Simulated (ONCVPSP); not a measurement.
# Plane-wave convergence, ONCV potential for La (Z = 57)

ONCVPSP 4.0.1 input, shortened (lines: element, Z, core and valence counts, functional; n l f; lmax; l rc ep ncon nbas qcut; lloc lpopt rc5 dvloc0; l nproj debl; icmod fcfact rcfact), PBE, fully relativistic:

```
  La 57.00    9    4        4      upf
    1    0    2.00
    2    0    2.00
    2    1    6.00
    3    0    2.00
    3    1    6.00
    3    2   10.00
    4    0    2.00
    4    1    6.00
    4    2   10.00
    5    0    2.00
    5    1    6.00
    5    2    1.00
    6    0    2.00
    3
    0    2.60    0.00    5   10    4.00
    1    2.85    0.00    3    6    3.90
    2    4.00    0.00    3    7    3.50
    3    3.20    0.05    4    7    3.80
    4    5    2.45    4.00
    0    2    3.00
    1    3    0.40
    2    3    4.00
    3    2    2.10
    3    4.25    1.75
```

Open shells are filled in proportion to 2j + 1.

In the p channel the program set the typed energies aside and used -0.795, 0.250, 0.650 Ha (j = l + 1/2; the other j can differ). In the f channel the program set the typed energies aside and used -0.155, 1.945 Ha (j = l + 1/2; the other j can differ).

For each optimised wave give the share of its norm inside rc, the residual kinetic energy above qcut (Ha) and the cutoffs (Ha) for errors of 10, 1, 0.1 and 0.01 mHa per electron.

```json
{"wave": "5s", "norm inside rc": "0.964", "residual KE": "1.7e-04", "10 mHa": "4.2", "1 mHa": "6.5", "0.1 mHa": "11.6", "0.01 mHa": "41.6"}
{"wave": "6s", "norm inside rc": "0.082", "residual KE": "1.2e-04", "10 mHa": "1.9", "1 mHa": "6.2", "0.1 mHa": "8.6", "0.01 mHa": "29.4"}
{"wave": "5p j=3/2", "norm inside rc": "0.932", "residual KE": "7.9e-07", "10 mHa": "3.7", "1 mHa": "4.9", "0.1 mHa": "5.9", "0.01 mHa": "6.8"}
{"wave": "p projector 2 j=3/2", "norm inside rc": "0.069", "residual KE": "4.3e-06", "10 mHa": "3.0", "1 mHa": "4.2", "0.1 mHa": "5.2", "0.01 mHa": "6.2"}
{"wave": "p projector 3 j=3/2", "norm inside rc": "0.092", "residual KE": "1.1e-05", "10 mHa": "3.3", "1 mHa": "4.5", "0.1 mHa": "5.4", "0.01 mHa": "7.8"}
{"wave": "5p j=1/2", "norm inside rc": "0.949", "residual KE": "2.9e-06", "10 mHa": "4.0", "1 mHa": "5.3", "0.1 mHa": "6.3", "0.01 mHa": "7.3"}
{"wave": "p projector 2 j=1/2", "norm inside rc": "0.075", "residual KE": "2.3e-06", "10 mHa": "3.2", "1 mHa": "4.6", "0.1 mHa": "5.7", "0.01 mHa": "7.0"}
{"wave": "p projector 3 j=1/2", "norm inside rc": "0.099", "residual KE": "5.6e-06", "10 mHa": "3.5", "1 mHa": "4.8", "0.1 mHa": "5.9", "0.01 mHa": "7.5"}
{"wave": "5d j=5/2", "norm inside rc": "0.802", "residual KE": "1.5e-06", "10 mHa": "3.2", "1 mHa": "4.2", "0.1 mHa": "4.9", "0.01 mHa": "5.6"}
{"wave": "d projector 2 j=5/2", "norm inside rc": "0.207", "residual KE": "3.8e-03", "10 mHa": "5.7", "1 mHa": "8.2", "0.1 mHa": "16.0", "0.01 mHa": "27.3"}
{"wave": "d projector 3 j=5/2", "norm inside rc": "0.143", "residual KE": "3.7e-01", "10 mHa": "26.2", "1 mHa": "53.0", "0.1 mHa": "not reached", "0.01 mHa": "not reached"}
{"wave": "5d j=3/2", "norm inside rc": "0.817", "residual KE": "1.7e-06", "10 mHa": "3.3", "1 mHa": "4.2", "0.1 mHa": "5.0", "0.01 mHa": "5.6"}
{"wave": "d projector 2 j=3/2", "norm inside rc": "0.208", "residual KE": "3.9e-03", "10 mHa": "5.7", "1 mHa": "8.2", "0.1 mHa": "15.7", "0.01 mHa": "26.2"}
{"wave": "d projector 3 j=3/2", "norm inside rc": "0.144", "residual KE": "3.7e-01", "10 mHa": "26.2", "1 mHa": "53.1", "0.1 mHa": "not reached", "0.01 mHa": "not reached"}
{"wave": "f projector 1 j=7/2", "norm inside rc": "0.981", "residual KE": "3.6e-02", "10 mHa": "12.5", "1 mHa": "19.7", "0.1 mHa": "26.4", "0.01 mHa": "42.3"}
{"wave": "f projector 2 j=7/2", "norm inside rc": "0.253", "residual KE": "6.1e-01", "10 mHa": "25.0", "1 mHa": "28.8", "0.1 mHa": "41.1", "0.01 mHa": "62.8"}
{"wave": "f projector 1 j=5/2", "norm inside rc": "0.983", "residual KE": "3.6e-02", "10 mHa": "12.7", "1 mHa": "19.7", "0.1 mHa": "26.5", "0.01 mHa": "42.3"}
{"wave": "f projector 2 j=5/2", "norm inside rc": "0.253", "residual KE": "6.1e-01", "10 mHa": "25.0", "1 mHa": "28.9", "0.1 mHa": "41.1", "0.01 mHa": "62.9"}
```

The occupied waves need 6.5 Ha and 12 Ha for 1 and 0.1 mHa. The cutoffs count occupied waves only; projector 3 of the d channel, the hardest unoccupied one, needs 53 Ha at the loose tolerance.
